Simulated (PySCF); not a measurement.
Mg(Me)(OH), SMILES [CH3][Mg][OH], B3LYP/def2-SVP optimised geometry.

```
7

Mg     0.11     0.02     0.00
C      2.20     0.02     0.00
H      2.61    -0.89    -0.48
H      2.61     0.06     1.02
H      2.61     0.89    -0.55
O     -1.66     0.02    -0.01
H     -2.61     0.03     0.01
```

Density from B3LYP/def2-TZVP (PySCF 2.14.0) at that geometry.

Minimum of the electron density along straight lines between bonded atoms, close to the bond critical point (lines longer than 1.1 times the sum of covalent radii, or with two minima, are not listed):

| bond | length / Å | ρ at the minimum / e bohr⁻³ | ∇²ρ there / e bohr⁻⁵ | position (fraction from the first atom) |
|---|---|---|---|---|
| Mg1–C2 | 2.088 | (withheld) | 0.25 | 0.42 |
| C2–H3 | 1.104 | 0.263 | -0.84 | 0.64 |
| C2–H4 | 1.104 | 0.263 | -0.84 | 0.64 |
| C2–H5 | 1.104 | 0.263 | -0.84 | 0.64 |
| Mg1–O6 | 1.770 | (withheld) | 0.71 | 0.45 |
| O6–H7 | 0.954 | (withheld) | -2.46 | 0.81 |

Complete the blanks.


- Mg1–C2, ρ at the minimum / e bohr⁻³: 0.057
- Mg1–O6, ρ at the minimum / e bohr⁻³: 0.078
- O6–H7, ρ at the minimum / e bohr⁻³: 0.362
